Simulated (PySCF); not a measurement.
## Calculated data, CH3AlClSi, AlBClHN, Al2ClHN

Computed with PySCF 2.14.0. Calculation on a computer-drawn molecule: the log of a Hartree-Fock and frozen-core CCSD(T) single point meant for a local Hartree-Fock minimum, with one planted fault or none, to be diagnosed. Offsets are logged minus clean, where the clean run is the same molecule without the fault. The reference is restricted for singlets and unrestricted otherwise, and also for a bond in bohr or an excited solution. Adding or removing an electron swaps singlet and doublet. The excited solution moves the top pair (singlet) or top alpha electron (doublet) to the lowest empty orbital. Highest occupied and lowest empty are orbital energies over both spins, largest force is the largest gradient component, triples share is (T) over the correlation energy, the T1 limit is 0.02 restricted and 0.045 unrestricted, electrons count all cores, a negative frequency is imaginary (commonest isotopes), and the dipole is about the centre of nuclear charge.

Common to all runs: meant charge 1; meant multiplicity 1; meant basis cc-pV(D+d)Z; logged SCF converged yes; possible faults no fault, one electron removed, one electron added, multiplicity raised by two, geometry at a saddle point, SCF held on an excited solution, minimal basis STO-3G, one bond length entered in bohr, all coordinates scaled.

(1) 
```xyz
7
formula=CH3AlClSi logged_electrons=52 logged_basis_functions=98 logged_spin_squared=0 logged_highest_occupied=-9.1228 logged_lowest_empty=-9.3693 logged_largest_force=0.15785 logged_CC_converged=no logged_dipole_magnitude=7.044 logged_SCF_stable_within_its_kind=no logged_energy_HF=-1029.33842 planted_fault=SCF_held_on_an_excited_solution HF_energy_offset_from_clean_run=248.5
Al    -1.7988     0.4360    -0.6056
C     -0.0066     0.6809    -0.3119
Si     1.2807     0.0988    -1.2749
Cl     0.9167    -0.9818    -2.9315
H     -3.3082     0.2285    -0.8551
H      0.2919     1.2567     0.5657
H      2.7033     0.3008    -1.0300
```

Units: logged_highest_occupied, logged_lowest_empty in eV; logged_largest_force in hartree/bohr; logged_dipole_magnitude in debye; logged_energy_HF in hartree; HF_energy_offset_from_clean_run in kcal/mol.

Drawn bonds:
```
atom  other atom  order
   1           2      1
   2           3      2
   3           4      1
   1           5      1
   2           6      1
   3           7      1
```

Notes: CCSD not converged.

(2) 
```xyz
7
formula=CH3AlClSi logged_electrons=52 logged_basis_functions=98 logged_spin_squared=0 logged_highest_occupied=-13.541 logged_lowest_empty=-4.1485 logged_largest_force=0.048028 logged_T1_diagnostic=0.017588 logged_D1_diagnostic=0.056816 logged_triples_share=0.038963 logged_CC_converged=yes logged_dipole_magnitude=6.563 logged_SCF_stable_within_its_kind=yes logged_energy_HF=-1029.68015 logged_energy_CCSD(T)=-1030.15635 planted_fault=all_coordinates_scaled,by_+9.4_% HF_energy_offset_from_clean_run=34.04 CCSD(T)_energy_offset_from_clean_run=24.59
Al    -1.9678     0.4770    -0.6625
C     -0.0072     0.7449    -0.3412
Si     1.4011     0.1081    -1.3947
Cl     1.0029    -1.0741    -3.2071
H     -3.6192     0.2499    -0.9355
H      0.3193     1.3748     0.6189
H      2.9575     0.3291    -1.1268
```

Units: logged_highest_occupied, logged_lowest_empty in eV; logged_largest_force in hartree/bohr; logged_dipole_magnitude in debye; logged_energy_HF, logged_energy_CCSD(T) in hartree; HF_energy_offset_from_clean_run, CCSD(T)_energy_offset_from_clean_run in kcal/mol.

Drawn bonds:
```
atom  other atom  order
   1           2      1
   2           3      2
   3           4      1
   1           5      1
   2           6      1
   3           7      1
```

(3) 
```xyz
5
formula=AlBClHN logged_electrons=42 logged_basis_functions=79 logged_spin_squared=0 logged_highest_occupied=-17.077 logged_lowest_empty=-3.6916 logged_largest_force=0.035591 logged_T1_diagnostic=0.01436 logged_D1_diagnostic=0.032661 logged_triples_share=0.032346 logged_CC_converged=yes logged_dipole_magnitude=6.8525 logged_SCF_stable_within_its_kind=yes logged_energy_HF=-780.97278 logged_energy_CCSD(T)=-781.41642 planted_fault=all_coordinates_scaled,by_-2.9_% HF_energy_offset_from_clean_run=4.09 CCSD(T)_energy_offset_from_clean_run=6.891
Al    -0.7154    -2.4894     1.2968
N     -0.6461    -0.9829     0.6894
B     -0.5932     0.1638     0.2270
Cl    -0.5239     1.6600    -0.3766
H     -0.7788    -3.8714     1.8545
```

Units: logged_highest_occupied, logged_lowest_empty in eV; logged_largest_force in hartree/bohr; logged_dipole_magnitude in debye; logged_energy_HF, logged_energy_CCSD(T) in hartree; HF_energy_offset_from_clean_run, CCSD(T)_energy_offset_from_clean_run in kcal/mol.

Drawn bonds:
```
atom  other atom  order
   1           2      1
   2           3      2
   3           4      1
   1           5      1
```

(4) 
```xyz
5
formula=Al2ClHN logged_electrons=50 logged_basis_functions=88 logged_spin_squared=0 logged_highest_occupied=-15.523 logged_lowest_empty=-3.5987 logged_largest_force=2.255e-05 logged_lowest_frequency=75.804 logged_T1_diagnostic=0.017072 logged_D1_diagnostic=0.038776 logged_triples_share=0.031892 logged_CC_converged=yes logged_dipole_magnitude=6.076 logged_SCF_stable_within_its_kind=yes logged_energy_HF=-998.22019 logged_energy_CCSD(T)=-998.65256 planted_fault=no_fault HF_energy_offset_from_clean_run=0 CCSD(T)_energy_offset_from_clean_run=0
Al    -1.5778    -1.5645     1.2043
N     -0.5868    -2.1305    -0.0026
Al     0.4036    -2.6955    -1.2025
Cl     1.6162    -3.3870    -2.6721
H     -2.4974    -1.0401     2.3240
```

Units: logged_highest_occupied, logged_lowest_empty in eV; logged_largest_force in hartree/bohr; logged_lowest_frequency in cm⁻¹; logged_dipole_magnitude in debye; logged_energy_HF, logged_energy_CCSD(T) in hartree; HF_energy_offset_from_clean_run, CCSD(T)_energy_offset_from_clean_run in kcal/mol.

Drawn bonds:
```
atom  other atom  order
   1           2      1
   2           3      2
   3           4      1
   1           5      1
```

(5) 
```xyz
5
formula=Al2ClHN logged_electrons=50 logged_basis_functions=88 logged_spin_squared=1.0367 logged_highest_occupied=-12.919 logged_lowest_empty=-4.9203 logged_largest_force=0.039262 logged_T1_diagnostic=0.02358 logged_D1_diagnostic=0.080144 logged_triples_share=0.031045 logged_CC_converged=yes logged_dipole_magnitude=10.77 logged_SCF_stable_within_its_kind=yes logged_energy_HF=-998.05835 logged_energy_CCSD(T)=-998.46206 planted_fault=one_bond_length_entered_in_bohr,row_1_of_the_drawn_bonds HF_energy_offset_from_clean_run=101.6 CCSD(T)_energy_offset_from_clean_run=119.5
Al    -1.5778    -1.5645     1.2043
N      0.2950    -2.6340    -1.0763
Al     1.2854    -3.1991    -2.2763
Cl     2.4980    -3.8905    -3.7458
H     -2.4974    -1.0401     2.3240
```

Units: logged_highest_occupied, logged_lowest_empty in eV; logged_largest_force in hartree/bohr; logged_dipole_magnitude in debye; logged_energy_HF, logged_energy_CCSD(T) in hartree; HF_energy_offset_from_clean_run, CCSD(T)_energy_offset_from_clean_run in kcal/mol.

Drawn bonds:
```
atom  other atom  order
   1           2      1
   2           3      2
   3           4      1
   1           5      1
```
